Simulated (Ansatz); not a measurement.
Isomers of C$_{2}$H$_{6}$OSi, relaxed with PBE0-D4/def2-TZVP in Ansatz; electronic energies, one conformer each and not always the lowest. Functionals use def2-TZVPP; CBS adds triple-zeta CCSD(T) − MP2 to the MP2 limit of def2-TZVPP and def2-QZVPP.

Question: Order them by energy at frozen-core CCSD(T)/CBS, lowest first. (An estimate is asked.)
A. `[SiH3]C1CO1`
B. `OC1C[SiH2]1`
C. `C[SiH2]C=O`
D. `C1OC[SiH2]1`
E. `CC(=O)[SiH3]`
F. `CO[Si]C`

Answer: F (0.0 kJ/mol), C (32.6 kJ/mol), E (46.3 kJ/mol), D (126.9 kJ/mol), B (136.9 kJ/mol), A (143.2 kJ/mol).

Question: How do HF/CBS(def2), r2SCAN-D4, MP2/CBS(def2), PBE-D4 place them (kJ/mol, against `CO[Si]C`)? (An estimate is asked.)

Answer: Computed: 
```csv
isomer,HF/CBS(def2),r2SCAN-D4,MP2/CBS(def2),PBE-D4
`OC1C[SiH2]1`,157.7,122.3,127.4,124.1
`[SiH3]C1CO1`,143.7,128.3,135.7,131.6
`CC(=O)[SiH3]`,30.7,32.2,45.3,36.1
`C[SiH2]C=O`,19.2,21.2,30.8,26.6
`C1OC[SiH2]1`,133.5,116.2,122.7,117.2
```
